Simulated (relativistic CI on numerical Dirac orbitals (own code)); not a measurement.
# Hf11+: what numerical and physical settings do to a radial Dirac CI calculation

Reference input:

```
atom Hf  Z=72  charge=11  electrons=61
nucleus A=180  rms_radius_fm=5.3470
hamiltonian dirac-coulomb  breit=on  qed=on  c_scale=1
orbitals kli  potential=per-configuration
slater_scale 1
correlation none
mixing on
grid step=0.0125 r_max=16.8
scf mixing=0.4 start=green max_iterations=150 tolerance=2e-08 node_fill=0.05
configurations
  [Kr] 4d10 4f12 5s2 5p
end
```

Computed lowest total energy -15025.61645 Ha, first excitation 5754.6 cm⁻¹, 16 SCF steps. Runs with settings changed; * marks those that are bad on purpose:

| Changed | Outcome | Lowest level | ΔE (Ha) | First excitation (cm⁻¹) | SCF steps | Message |
| --- | --- | --- | --- | --- | --- | --- |
| start potential bare | converged | 4f12 5p 4G°_11/2 | -1.66e-09 | 5754.6 | 20 |  |
| iteration limit 30, end of the grid at 8.4 bohr | converged | 4f12 5p 4G°_11/2 | -5.55e-10 | 5754.6 | 16 |  |
| SCF tolerance 1e-06 | converged | 4f12 5p 4G°_11/2 | 6.58e-08 | 5754.6 | 14 |  |
| grid step 0.006, node fill of the KLI weights 0.01, QED terms off | converged | 4f12 5p 4G°_11/2 | -10.6 | 5754.3 | 15 |  |
| charge 12 * | refused |  |  |  | 0 | configuration [Kr] 4d10 4f12 5s2 5p has 61 electrons, the ion has 60 |
| end of the grid at 4.2 bohr * | not converged |  |  |  | 14 | orbital 5s not found |
